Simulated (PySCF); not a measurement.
C3H6FGa, SMILES C=[CH][Ga]([CH3])[F]. Atoms are numbered in the order given.

```xyz
11

Ga     0.0788     0.2635     0.1184
F      1.1549     1.6514    -0.0936
C     -1.1013     0.3689     1.6678
H     -1.7581    -0.5087     1.7597
H     -1.7274     1.2724     1.5958
H     -0.4996     0.4568     2.5863
C      0.2574    -1.1215    -1.2280
C     -0.5120    -2.2184    -1.1763
H      0.9823    -1.0313    -2.0467
H     -0.4425    -3.0240    -1.9191
H     -1.2567    -2.3698    -0.3837
```
Charge 0, spin multiplicity 1.

The structure is a stationary point at ωB97X-D3(BJ)/def2-SVP. The structure was generated by enumeration; whether it is a known compound was not checked. One conformer was computed; it need not be the lowest.

Method: PBE/def2-TZVP (PySCF).

Isolated molecule, no solvent.

The total energy is -2142.18816 hartree and the highest occupied level is -6.75 eV. The lowest empty level is -2.24 eV and the orbital gap is 4.51 eV. The dipole moment is 2.78 D, the quadrupole, principal values (traceless, Buckingham form, about the centre of nuclear charge) comes out as -6.31, 2.21, 4.11 D·Å and the mean static polarisability is 63.6 bohr³ (9.42 Å³). The polarisability, principal values is 44.0, 66.3, 80.4 bohr³.
